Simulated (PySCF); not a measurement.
Al(All)(F)(OH) (C₃H₆AlFO), SMILES [OH][Al]([F])[CH2]C=C. Heavy atoms are numbered as in [Al:1]([CH2:2][CH:3]=[CH2:4])([F:10])[OH:11]. Hydrogens are named by the atom that carries them.

Coordinates come from a B3LYP-D3(BJ)/def2-SVP optimisation. One conformer was computed; it need not be the lowest.

Level of theory: ωB97X/def2-TZVP in PySCF.

ESP charges are fitted to the potential on shells at 1.4 to 2.0 van der Waals radii. Atomic charges (e), one atom of each kind:

```json
[
 {"atom": "Al1", "ESP fit": "1.10", "Löwdin": "0.05", "Mulliken": "0.79", "meta-Löwdin": "1.25"},
 {"atom": "C2 (CH2)", "ESP fit": "-0.56", "Löwdin": "-0.35", "Mulliken": "-0.44", "meta-Löwdin": "-0.51"},
 {"atom": "C3 (CH)", "ESP fit": "0.09", "Löwdin": "-0.22", "Mulliken": "-0.14", "meta-Löwdin": "-0.08"},
 {"atom": "C4 (CH2)", "ESP fit": "-0.58", "Löwdin": "-0.22", "Mulliken": "-0.31", "meta-Löwdin": "-0.29"},
 {"atom": "H on C2", "ESP fit": "0.15", "Löwdin": "0.16", "Mulliken": "0.14", "meta-Löwdin": "0.13"},
 {"atom": "H on C3", "ESP fit": "0.11", "Löwdin": "0.15", "Mulliken": "0.14", "meta-Löwdin": "0.12"},
 {"atom": "H on C4", "ESP fit": "0.22", "Löwdin": "0.13", "Mulliken": "0.13", "meta-Löwdin": "0.11"},
 {"atom": "F10", "ESP fit": "-0.47", "Löwdin": "-0.03", "Mulliken": "-0.36", "meta-Löwdin": "-0.55"},
 {"atom": "O11 (OH)", "ESP fit": "-0.86", "Löwdin": "-0.12", "Mulliken": "-0.57", "meta-Löwdin": "-0.78"},
 {"atom": "H on O11", "ESP fit": "0.44", "Löwdin": "0.18", "Mulliken": "0.33", "meta-Löwdin": "0.35"}
]
```
